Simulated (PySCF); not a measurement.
C$_{2}$H$_{10}$InN$_{3}$, singlet, at a GFN2-xTB geometry (such geometries of metal compounds can be far from the true shape) (all electrons, no relativity), with bond 12-9 at 1.8 times its length; PySCF with CASSCF(4,4)/STO-3G.

Input for PySCF:
```python
from pyscf import gto, scf, mcscf
import numpy

mol = gto.Mole()
mol.atom = '''
    In   -0.397716   -0.092066   -0.307066
    N    -0.977442   -2.081897   -0.346266
    H    -1.764907   -2.200838   -0.976497
    H    -1.274941   -2.438764    0.557059
    N    -0.759849    1.047355   -1.997903
    H    -0.590269    2.038290   -1.856747
    H    -1.721646    0.961461   -2.312807
    N     1.308226    0.374273    0.854951
    C     1.581735   -0.575467    1.906279
    C     1.462901    1.736209    1.305970
    H     2.642069   -0.514313    2.177419
    H     0.521894   -0.252893    3.551533
    H     1.376678   -1.581503    1.534794
    H     0.869129    1.969853    2.204475
    H     2.516839    1.915019    1.549459
    H     1.177842    2.415707    0.499825
'''
mol.basis = 'sto-3g'
mol.charge = 0
mol.spin = 0
mol.verbose = 4
mol.build()

mf = scf.RHF(mol)
mf.kernel()
mc = mcscf.CASSCF(mf, 4, 4)
mc.kernel()
occ = numpy.linalg.eigvalsh(mc.fcisolver.make_rdm1(mc.ci, mc.ncas, mc.nelecas))[::-1]
ss = mc.fcisolver.spin_square(mc.ci, mc.ncas, mc.nelecas)[0]
print('natural occupations', occ.round(4), ' <S^2>', round(ss, 4))
```

It wrote (shortened):

```
PySCF version 2.14.0

[INPUT] verbose = 4
[INPUT] num. atoms = 16
[INPUT] num. electrons = 92
[INPUT] charge = 0
[INPUT] spin (= nelec alpha-beta = 2S) = 0
[INPUT] symmetry False subgroup None
[INPUT] Mole.unit = angstrom
[INPUT] Symbol           X                Y                Z      unit          X                Y                Z       unit  Magmom
[...]
nuclear repulsion = 604.840672444829
number of shells = 36
number of NR pGTOs = 186
number of NR cGTOs = 62
basis = sto-3g
ecp = {}

******** <class 'pyscf.scf.hf.RHF'> ********
method = RHF
initial guess = minao
damping factor = 0
level_shift factor = 0
DIIS = <class 'pyscf.scf.diis.CDIIS'>
diis_start_cycle = 1
diis_space = 8
diis_damp = 0
SCF conv_tol = 1e-09
SCF conv_tol_grad = None
SCF max_cycles = 50
direct_scf = True
direct_scf_tol = 1e-13
Set gradient conv threshold to 3.16228e-05
Initial guess from minao.
init E= -5909.34197650294
[...]
cycle= 1 E= -5924.36208460855  delta_E=  -15  |g|= 0.638  |ddm|= 4.82
[...]
cycle= 2 E= -5924.53469644519  delta_E= -0.173  |g|= 0.139  |ddm|= 1.19
[...]
cycle= 3 E= -5924.54537368544  delta_E= -0.0107  |g|= 0.0568  |ddm|= 0.324
[...]
cycle= 4 E= -5924.54692571212  delta_E= -0.00155  |g|= 0.0141  |ddm|= 0.107
[...]
cycle= 5 E= -5924.54716060943  delta_E= -0.000235  |g|= 0.00663  |ddm|= 0.0559
[...]
cycle= 6 E= -5924.54719268197  delta_E= -3.21e-05  |g|= 0.00208  |ddm|= 0.0179
[...]
cycle= 7 E= -5924.54719868415  delta_E= -6e-06  |g|= 0.000483  |ddm|= 0.0109
[...]
cycle= 8 E= -5924.54719886664  delta_E= -1.82e-07  |g|= 0.00019  |ddm|= 0.00136
[...]
cycle= 9 E= -5924.54719890374  delta_E= -3.71e-08  |g|= 5.52e-05  |ddm|= 0.000726
[...]
cycle= 10 E= -5924.54719890721  delta_E= -3.47e-09  |g|= 1.41e-05  |ddm|= 0.000241
[...]
cycle= 11 E= -5924.54719890743  delta_E= -2.16e-10  |g|= 4.62e-06  |ddm|= 5.63e-05
[...]
Extra cycle  E= -5924.54719890742  delta_E= 7.28e-12  |g|= 2.07e-06  |ddm|= 1.21e-05
converged SCF energy = -5924.54719890742

******** <class 'pyscf.mcscf.mc1step.CASSCF'> ********
CAS (2e+2e, 4o), ncore = 44, nvir = 14
max_cycle_macro = 50
max_cycle_micro = 4
conv_tol = 1e-07
conv_tol_grad = None
orbital rotation max_stepsize = 0.02
orbital rotation threshold for CI restart = 0.01
augmented hessian ah_max_cycle = 30
augmented hessian ah_conv_tol = 1e-12
augmented hessian ah_linear dependence = 1e-14
augmented hessian ah_level shift = 1e-08
augmented hessian ah_start_tol = 2.5
augmented hessian ah_start_cycle = 3
[...]
CASCI E = -5924.58217802293  S^2 = 0.0000000
[...]
macro iter   5 ( 21 JK    4 micro), CASSCF E = -5924.64068292557  dE = -1.06284737e-03  S^2 = 0.0000000
               |grad[o]|=0.0149  |grad[c]|=0.00412  |ddm|=0.00396  |maxRot[o]|=0.0568
macro iter   6 ( 21 JK    4 micro), CASSCF E = -5924.64050418633  dE =  1.78739242e-04  S^2 = 0.0000000
               |grad[o]|=0.00848  |grad[c]|=0.00427  |ddm|=0.00692  |maxRot[o]|=0.0524
macro iter   7 ( 21 JK    4 micro), CASSCF E = -5924.64163402085  dE = -1.12983452e-03  S^2 = 0.0000000
               |grad[o]|=0.00778  |grad[c]|=0.00202  |ddm|=0.00258  |maxRot[o]|=0.0692
macro iter   8 ( 21 JK    4 micro), CASSCF E = -5924.64269375396  dE = -1.05973311e-03  S^2 = 0.0000000
               |grad[o]|=0.00645  |grad[c]|=0.00123  |ddm|=0.00484  |maxRot[o]|=0.0875
macro iter   9 ( 20 JK    4 micro), CASSCF E = -5924.64286027459  dE = -1.66520625e-04  S^2 = 0.0000000
               |grad[o]|=0.00452  |grad[c]|=0.00239  |ddm|=0.0045  |maxRot[o]|=0.0148
macro iter  10 ( 21 JK    4 micro), CASSCF E = -5924.64284200314  dE =  1.82714512e-05  S^2 = 0.0000000
               |grad[o]|=0.00381  |grad[c]|=0.00204  |ddm|=0.00219  |maxRot[o]|=0.00742
macro iter  11 ( 21 JK    4 micro), CASSCF E = -5924.64318299636  dE = -3.40993222e-04  S^2 = 0.0000000
               |grad[o]|=0.0039  |grad[c]|=0.00174  |ddm|=0.00174  |maxRot[o]|=0.0413
macro iter  12 ( 15 JK    4 micro), CASSCF E = -5924.64342518917  dE = -2.42192809e-04  S^2 = 0.0000000
               |grad[o]|=0.00262  |grad[c]|=0.000722  |ddm|=0.00188  |maxRot[o]|=0.0575
macro iter  13 ( 10 JK    3 micro), CASSCF E = -5924.64346887250  dE = -4.36833307e-05  S^2 = 0.0000000
               |grad[o]|=0.00107  |grad[c]|=0.000435  |ddm|=0.000559  |maxRot[o]|=0.0277
macro iter  14 (  7 JK    2 micro), CASSCF E = -5924.64347141752  dE = -2.54502447e-06  S^2 = 0.0000000
               |grad[o]|=0.000253  |grad[c]|=5.52e-05  |ddm|=0.000189  |maxRot[o]|=0.008
macro iter  15 (  3 JK    1 micro), CASSCF E = -5924.64347146034  dE = -4.28199201e-08  S^2 = 0.0000000
               |grad[o]|=4.22e-05  |grad[c]|=1.85e-05  |ddm|=4.38e-05  |maxRot[o]|=0.00119
1-step CASSCF converged in  15 macro (265 JK  54 micro) steps
CASSCF canonicalization
Density matrix diagonal elements [1.96772947 1.71697327 0.06008541 0.25521185]
CASSCF energy = -5924.64347146034
CASCI E = -5924.64347146034  E(CI) = -2.94976240025244  S^2 = 0.0000000
natural occupations [1.9691 1.7194 0.2806 0.0309]  <S^2> 0.0
```
